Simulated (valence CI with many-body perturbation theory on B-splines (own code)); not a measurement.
## Pb⁵⁰⁺: electric-dipole lines

Method: relativistic CI+MBPT: four valence electrons over a frozen Dirac-Fock core [Ar] 3d10, a basis of 11 s, 11 p, 9 d, 7 f, 5 g, 2 h, 1 i functions for each j, with the one-electron correlation potential Σ1, the two-electron term Σ2, the three-electron term Σ3, Breit, model QED; selected CI, second order for the rest (own B-spline code, finite nucleus).

The last digits are not significant, and no measured levels were compared; by estimate large intervals hold to a few tenths of a per cent, small ones and those within an open d or f shell to about a per cent.

Lines 101 to 150 of 241 in falling wavelength, among levels below 52.139 Ry, chosen from the strongest by gf and those to the six lowest levels. Wavelengths and rates use the calculated energies. Electric multipoles are in the length gauge, E1 and E2 with the static RPA response of the core. Weak lines are less certain than strong ones. Lines between different terms over intervals too small for the method are left out, as are lines whose strength nearly cancels. The highest levels of a list are the least certain.

Levels are named by their leading jj configuration (3d3/2^4 stands for four electrons in 3d with j = 3/2), which in mixed levels can hold well under half, so a name can repeat and another be missing. Letters in brackets count levels of one name in rising energy.

```tsv
λ vac (nm)	Upper	Lower	A (s⁻¹)	S (a.u.) with core polarisation	S without
5.434	(4s^2 4p3/2 4d5/2) J=1	(4s^2 4p3/2^2) J=0	5.24e+11	1.24e-01	1.31e-01
5.431	(4s 4p1/2 4p3/2 4d5/2) J=3 [d]	(4s 4p1/2 4p3/2^2) J=2 [b]	7.12e+11	3.94e-01	4.14e-01
5.427	(4s 4p1/2 4p3/2 4d5/2) J=0	(4s 4p1/2 4p3/2^2) J=1 [a]	2.77e+11	2.18e-02	2.30e-02
5.420	(4s 4p1/2 4p3/2 4d5/2) J=2 [c]	(4s 4p1/2 4p3/2^2) J=1 [a]	3.02e+11	1.19e-01	1.25e-01
5.414	(4s 4p1/2 4p3/2 4d5/2) J=1 [b]	(4s 4p1/2 4p3/2^2) J=0	3.34e+11	7.85e-02	8.25e-02
5.410	(4s 4p1/2 4p3/2 4d5/2) J=3 [a]	(4s 4p1/2 4p3/2^2) J=2 [a]	2.75e+11	1.51e-01	1.58e-01
5.409	(4s 4p1/2 4p3/2 4d5/2) J=2 [d]	(4s 4p1/2 4p3/2^2) J=1 [b]	6.33e+11	2.47e-01	2.60e-01
5.369	(4s 4p1/2 4p3/2 4d5/2) J=2 [d]	(4s 4p1/2 4p3/2^2) J=2 [b]	1.27e+11	4.83e-02	5.09e-02
5.319	(4s 4p1/2 4p3/2 4d5/2) J=2 [d]	(4s 4p1/2 4p3/2^2) J=1 [a]	2.44e+11	9.06e-02	9.53e-02
5.312	(4s 4p1/2 4p3/2 4d5/2) J=3 [c]	(4s 4p1/2 4p3/2^2) J=3	2.42e+10	1.25e-02	1.32e-02
5.293	(4s 4p1/2 4p3/2 4d5/2) J=1 [a]	(4s 4p1/2 4p3/2^2) J=2 [a]	6.76e+10	1.48e-02	1.56e-02
5.285	(4s 4p1/2 4p3/2 4d5/2) J=3 [b]	(4s 4p1/2 4p3/2^2) J=2 [a]	3.24e+11	1.65e-01	1.74e-01
5.283	(4s 4p1/2 4p3/2 4d5/2) J=4 [c]	(4s 4p1/2 4p3/2^2) J=3	5.26e+11	3.45e-01	3.62e-01
5.278	(4s 4p1/2^2 4d5/2) J=2	(4s 4p1/2^2 4p3/2) J=2	8.10e+10	2.94e-02	3.09e-02
5.264	(4s^2 4p3/2 4d5/2) J=3	(4s^2 4p3/2^2) J=2	1.08e+12	5.43e-01	5.71e-01
5.255	(4s 4p1/2 4p3/2 4d5/2) J=1 [c]	(4s 4p1/2 4p3/2^2) J=0	5.60e+10	1.20e-02	1.26e-02
5.211	(4s 4p1/2 4p3/2 4d3/2) J=4	(4s^2 4p1/2 4d5/2) J=3	4.51e+10	2.83e-02	2.98e-02
5.191	(4s^2 4p3/2 4d5/2) J=1	(4s^2 4p3/2^2) J=2	1.26e+11	2.60e-02	2.74e-02
5.149	(4s 4p1/2^2 4f5/2) J=2	(4s 4p1/2^2 4d3/2) J=2	6.84e+10	2.30e-02	2.42e-02
5.141	(4s 4p1/2^2 4f5/2) J=3	(4s 4p1/2^2 4d3/2) J=2	2.63e+11	1.24e-01	1.29e-01
5.114	(4s^2 4p1/2 4f5/2) J=3	(4s^2 4p1/2 4d3/2) J=2	2.23e+11	1.03e-01	1.08e-01
5.097	(4s 4p1/2 4p3/2 4d5/2) J=3 [c]	(4s 4p1/2 4p3/2^2) J=2 [a]	4.71e+11	2.15e-01	2.26e-01
5.087	(4s 4p1/2 4p3/2 4d5/2) J=2 [c]	(4s 4p1/2 4p3/2^2) J=3	4.43e+10	1.44e-02	1.52e-02
5.059	(4s 4p1/2^2 4f5/2) J=2	(4s 4p1/2^2 4d3/2) J=1	3.83e+11	1.22e-01	1.28e-01
5.053	(4s 4p1/2 4p3/2 4d5/2) J=3 [d]	(4s 4p1/2 4p3/2^2) J=3	1.06e+11	4.72e-02	4.97e-02
4.999	(4s 4p1/2 4p3/2 4d5/2) J=2 [d]	(4s 4p1/2 4p3/2^2) J=3	3.68e+10	1.13e-02	1.20e-02
4.949	(4s 4p1/2 4p3/2 4d3/2) J=3 [b]	(4s^2 4p1/2 4d5/2) J=2	4.01e+10	1.68e-02	1.77e-02
4.808	(4s 4p1/2 4p3/2 4d5/2) J=2 [d]	(4s 4p1/2 4p3/2^2) J=2 [a]	6.06e+10	1.66e-02	1.75e-02
4.577	(4s 4p1/2 4p3/2^2) J=2 [a]	(4s^2 4p1/2 4p3/2) J=2	1.53e+10	3.63e-03	3.83e-03
4.572	(4s 4p1/2 4p3/2 4d5/2) J=2 [a]	(4s^2 4p1/2 4d5/2) J=2	2.25e+11	5.30e-02	5.58e-02
4.495	(4s 4p1/2 4p3/2^2) J=2 [a]	(4s^2 4p1/2 4p3/2) J=1	4.69e+11	1.05e-01	1.11e-01
4.478	(4s 4p1/2 4p3/2 4d5/2) J=3 [a]	(4s^2 4p1/2 4d5/2) J=3	9.09e+10	2.82e-02	2.97e-02
4.417	(4s 4p1/2 4p3/2^2) J=3	(4s^2 4p1/2 4p3/2) J=2	3.29e+11	9.78e-02	1.03e-01
4.392	(4s 4p1/2 4p3/2 4d5/2) J=3 [b]	(4s^2 4p1/2 4d5/2) J=3	2.04e+11	5.97e-02	6.30e-02
4.374	(4s 4p1/2 4p3/2 4d5/2) J=3 [b]	(4s^2 4p1/2 4d5/2) J=2	5.44e+10	1.57e-02	1.66e-02
4.356	(4s 4p1/2 4p3/2 4d5/2) J=2 [b]	(4s^2 4p1/2 4d5/2) J=3	2.29e+11	4.67e-02	4.93e-02
4.355	(4s 4p1/2 4p3/2 4d5/2) J=4 [b]	(4s^2 4p1/2 4d5/2) J=3	1.73e+11	6.35e-02	6.69e-02
4.342	(4p1/2^2 4p3/2^2) J=2	(4s 4p1/2^2 4p3/2) J=1	6.92e+11	1.40e-01	1.47e-01
4.268	(4s 4p3/2^3) J=2	(4s^2 4p3/2^2) J=2	1.40e+12	2.69e-01	2.84e-01
4.264	(4s 4p1/2 4p3/2 4d3/2) J=1 [d]	(4s^2 4p1/2 4d3/2) J=1	5.89e+11	6.76e-02	7.13e-02
4.245	(4s 4p1/2 4p3/2 4d3/2) J=2 [b]	(4s^2 4p1/2 4d3/2) J=2	7.45e+11	1.41e-01	1.48e-01
4.245	(4s 4p1/2 4p3/2 4d5/2) J=3 [c]	(4s^2 4p1/2 4d5/2) J=2	1.08e+12	2.85e-01	3.01e-01
4.244	(4s 4p1/2 4p3/2^2) J=0	(4s^2 4p1/2 4p3/2) J=1	5.87e+11	2.21e-02	2.33e-02
4.243	(4s 4p1/2 4p3/2 4d5/2) J=4 [c]	(4s^2 4p1/2 4d5/2) J=3	6.70e+11	2.27e-01	2.40e-01
4.215	(4s 4p1/2 4p3/2 4d5/2) J=1 [b]	(4s^2 4p1/2 4d5/2) J=2	3.41e+11	3.78e-02	3.99e-02
4.213	(4p1/2^2 4p3/2^2) J=0	(4s 4p1/2^2 4p3/2) J=1	1.08e+12	3.98e-02	4.20e-02
4.193	(4s 4p1/2 4p3/2^2) J=1 [a]	(4s^2 4p1/2 4p3/2) J=2	6.72e+10	7.34e-03	7.75e-03
4.191	(4s 4p1/2 4p3/2 4d3/2) J=0 [b]	(4s^2 4p1/2 4d3/2) J=1	9.57e+11	3.48e-02	3.67e-02
4.190	(4s 4p1/2 4p3/2 4d3/2) J=3 [b]	(4s^2 4p1/2 4d3/2) J=2	8.15e+10	2.07e-02	2.18e-02
4.187	(4s 4p1/2^2 4p3/2) J=1	(4s^2 4p1/2^2) J=0	7.62e+11	8.28e-02	8.74e-02
```
